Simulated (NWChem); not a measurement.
Species: H3O2 cation; SMILES O[OH2+]

```xyz
5

O     -0.0051     0.7831    -0.0785
O      0.0045    -0.6683     0.0724
H      0.0563     1.0532     0.8784
H      0.7868    -0.9860    -0.4651
H     -0.8386    -0.9859    -0.3638
```
Atoms are numbered in this order, from 1.

Coordinates come from a PBE-D3(BJ)/def2-SVP optimisation.

### Question
List the 6 lowest vertical singlet excitations and the 6 lowest triplet ones from CAM-B3LYP/aug-cc-pVDZ, full TDDFT (NWChem).

### Answer
```tsv
state	energy (eV)	oscillator strength	leading excitation (squared amplitude)
S1	5.55	0.000	HOMO → LUMO (0.96)
S2	7.60	0.025	HOMO−1 → LUMO (0.94)
S3	9.18	0.002	HOMO → LUMO+1 (0.94)
S4	10.37	0.002	HOMO−1 → LUMO+1 (0.94)
S5	10.71	0.016	HOMO → LUMO+3 (0.89)
S6	11.21	0.002	HOMO−2 → LUMO (0.86)
T1	4.03	spin-forbidden	HOMO → LUMO (0.95)
T2	5.62	spin-forbidden	HOMO−1 → LUMO (0.94)
T3	8.89	spin-forbidden	HOMO → LUMO+1 (0.88)
T4	9.84	spin-forbidden	HOMO−1 → LUMO+1 (0.76)
T5	9.97	spin-forbidden	HOMO−3 → LUMO (0.46)
T6	9.99	spin-forbidden	HOMO−3 → LUMO (0.45)
```
